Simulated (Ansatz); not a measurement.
Relaxation of CH8AlNS (12 atoms, charge 0, multiplicity 1), to a largest force component of 0.03 eV/Å in at most 50 steps.

Computed with RKS BHLYP/def2-SVP in Ansatz 0.2.0.

```xyz
12
Properties=species:S:1:pos:R:3:forces:R:3
Al -1.259 -1.173 -0.276 0.62 1.52 0.04
S 1.162 -1.111 2.328 -0.11 0.09 -0.17
H -0.440 -2.111 -1.232 0.00 -0.02 0.00
H -2.532 -1.581 0.542 -0.01 0.04 0.03
H 0.596 -0.148 1.562 0.10 -0.11 0.14
N -0.704 0.607 -0.208 -0.55 -1.54 -0.04
C 0.338 1.258 -0.963 -0.01 -0.04 -0.07
H 2.181 -1.295 1.474 -0.04 0.00 0.01
H -1.261 1.264 0.316 -0.03 0.04 0.03
H 1.040 1.807 -0.323 0.04 0.02 0.01
H -0.044 1.970 -1.708 -0.02 -0.02 0.03
H 0.923 0.514 -1.513 0.01 0.00 -0.01
```

Problem. Where does it end, and by what steps?

Solution. The run converged. The force dipped under the threshold on the way, but the program's further checks kept it going. After 17 steps the energy has fallen by 0.232 eV; H5 moved furthest, 1.25 Å. Joined: Al1–S2.

```tsv
step	energy less start (eV)	largest force component (eV/Å)	accepted
0	0.0000	1.541	yes
1	-0.0809	0.660	yes
2	-0.1167	0.779	yes
3	-0.1406	1.100	yes
4	-0.1690	1.002	yes
5	-0.1985	0.486	yes
6	-0.2050	0.316	yes
7	-0.2119	0.209	yes
8	-0.2250	0.055	yes
9	-0.2282	0.027	yes
10	-0.2277	0.217	no
11	-0.2293	0.042	yes
12	-0.2293	0.162	yes
13	-0.2298	0.163	yes
14	-0.2313	0.007	yes
15	-0.2317	0.014	yes
16	-0.2317	0.046	yes
17	-0.2319	0.030	yes
```

```xyz
12
Properties=species:S:1:pos:R:3
Al -0.931 -1.046 -0.060
S 0.817 -1.685 1.969
H -0.207 -2.048 -1.046
H -2.190 -1.428 0.815
H 0.637 -0.594 2.730
N -0.676 0.698 -0.342
C 0.266 1.356 -1.210
H 1.936 -1.209 1.402
H -1.271 1.358 0.136
H 0.985 1.992 -0.671
H -0.218 1.993 -1.963
H 0.853 0.613 -1.760
```

Whether the end is a true minimum wasn't checked by a vibrational analysis.

Time of the run: 19 s on 2 threads of AMD EPYC 9R45 96-Core Processor (Zen 5) (shared host), peak memory 0.24 GiB.
